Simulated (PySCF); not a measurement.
C7H7N (charge +1 and doublet state).
Cartesian coordinates in Å at the GFN2-xTB level; atoms count from 1:
```xyz
15
C7H7N angstrom
C      2.5345    0.6279   -0.0348
C      1.6138   -0.2073   -0.5077
C      0.1916   -0.1761   -0.1431
C     -0.4249    1.0362    0.1746
C     -1.7943    1.0246    0.4316
N     -2.4394   -0.0978    0.4083
C     -1.9397   -1.2529    0.0904
C     -0.5779   -1.3390   -0.1900
H      2.3232    1.4408    0.6401
H      3.5754    0.4793   -0.2774
H      1.8878   -1.0053   -1.1846
H      0.1101    1.9714    0.2147
H     -2.3293    1.9314    0.6843
H     -2.5858   -2.1204    0.0838
H     -0.1496   -2.3047   -0.4122
```

The hyperfine couplings belong to this conformer and change with its torsions.

Identity: `[CH2][CH+]C1=CC=NC=C1` [radical] (charge +1).

Computed with UKS B3LYP, pcH-1 on C H N, non-relativistic, mean-field spin-orbit, GIAO (PySCF). Geometry: GFN2-xTB, one conformer, isolated ion. Couplings are sensitive to structure, and on GFN2-xTB geometries they can be far from those on DFT ones, by a factor of two or more for some ions and for spin on atoms past the first row. The frame is twisted about the C2–C3 bond at this geometry (dihedral H11–C2–C3–C8 = 25°); couplings at other torsion angles weren't computed. The SCF solution wasn't tested for stability.

**Question.** What is the g tensor, term by term?

**Answer.** 
| Δg (ppm) | 1 | 2 | 3 |
| --- | --- | --- | --- |
| relativistic mass correction | -209 | -209 | -209 |
| gauge correction | 17 | -68 | 19 |
| orbital Zeeman/spin–orbit | 57 | 1852 | 3110 |
| total | -135 | 1576 | 2920 |

So g = 2.00218, 2.00390, 2.00524 and g_iso = 2.00377; the tensor is rhombic: the two nearest values differ by 44 % of g3 − g1. Axes: g1 points within 3° of the C1–H10 bond.

**Question.** What are the electron Larmor frequencies g μB B/h along the three axes at 340 mT?

**Answer.** 9.5278, 9.5360, 9.5424 GHz for g1, g2 and g3, a range of 14.5 MHz.

**Question.** At 9.631 GHz, how far is the centre of the isotropic spectrum from where a free electron (g = 2.002319) resonates?

**Answer.** B = hν/(g μB) with μB/h = 13.99624 MHz/mT gives 343.66 mT for the free electron and 343.41 mT at g_iso, 0.25 mT lower.

**Question.** In a frozen sample, at which fields do the three g values resonate at 9.5, 34, 94 and 263 GHz (hyperfine left aside), and which band first spreads them over more than twice a line width of 1.0 mT?

**Answer.** 
```json
{"band": "X", "GHz": "9.5", "B(g3) mT": "338.49", "B(g2) mT": "338.72", "B(g1) mT": "339.01", "spread mT": "0.52"}
{"band": "Q", "GHz": "34.0", "B(g3) mT": "1211.44", "B(g2) mT": "1212.25", "B(g1) mT": "1213.29", "spread mT": "1.85"}
{"band": "W", "GHz": "94.0", "B(g3) mT": "3349.27", "B(g2) mT": "3351.52", "B(g1) mT": "3354.38", "spread mT": "5.11"}
{"band": "J", "GHz": "263.0", "B(g3) mT": "9370.83", "B(g2) mT": "9377.11", "B(g1) mT": "9385.13", "spread mT": "14.30"}
```

The spread grows in proportion to the frequency. W band is the first where it exceeds 2.0 mT.

The largest Mulliken spin populations are on N6 (+0.60), C1 (+0.15), C4 (+0.11) and C8 (+0.11).

The HOMO–LUMO gaps are 5.46 eV among the α and 1.28 eV among the β orbitals.

The SMILES draws the unpaired electron on C1; the largest computed Mulliken spin population is on N6 (0.60 against 0.15).
